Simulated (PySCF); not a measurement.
Radial density of Bi⁺ (bismuth, charge +1)

UHF, [Xe] 4f14 5d10 6s1 6p3, high-spin 5S determinant (an excited configuration). Computed with PySCF 2.14 in aug-cc-pVTZ-PP with one added diffuse shell each of d, f type with ECP60MDF (6s5p5d3f, 67 functions), with scalar relativity through the core potential. This is the valence pseudo-density: the core potential removes the inner electrons and smooths the orbitals near the nucleus.

| r (bohr) | 4πr²ρ (e/bohr) | 4πr²(ρα − ρβ) |
| --- | --- | --- |
| 0.00953 | 1.495e-05 | 0.0000 |
| 0.0160 | 3.672e-05 | 0.0000 |
| 0.0270 | 7.270e-05 | 0.0000 |
| 0.0453 | 0.0001039 | 0.0000 |
| 0.0763 | 0.0001951 | 0.0000 |
| 0.128 | 0.001131 | 0.0000 |
| 0.216 | 0.01630 | 0.0005 |
| 0.363 | 0.5193 | 0.0211 |
| 0.611 | 10.89 | 0.3234 |
| 1.03 | 20.14 | -0.1452 |
| 1.73 | 5.522 | 1.5768 |
| 2.91 | 1.583 | 1.4799 |
| 4.89 | 0.1239 | 0.1237 |
| 8.22 | 0.0005401 | 0.0005 |

Energies and moments cover only the electrons outside the core potential. Spin-orbit coupling, which splits the p, d and f shells strongly at this Z, is absent. Spin-orbit coupling is strong in this species (close to jj coupling), so the high-spin LS determinant is a model state, not a physical level.

Problem. Where is the radial spin density 4πr²(ρα − ρβ) most negative, and why is it negative at all?

Solution. Around r = 1.03 bohr, down to -0.1452 e/bohr: exchange with the open shell polarises the paired shells in an unrestricted calculation.
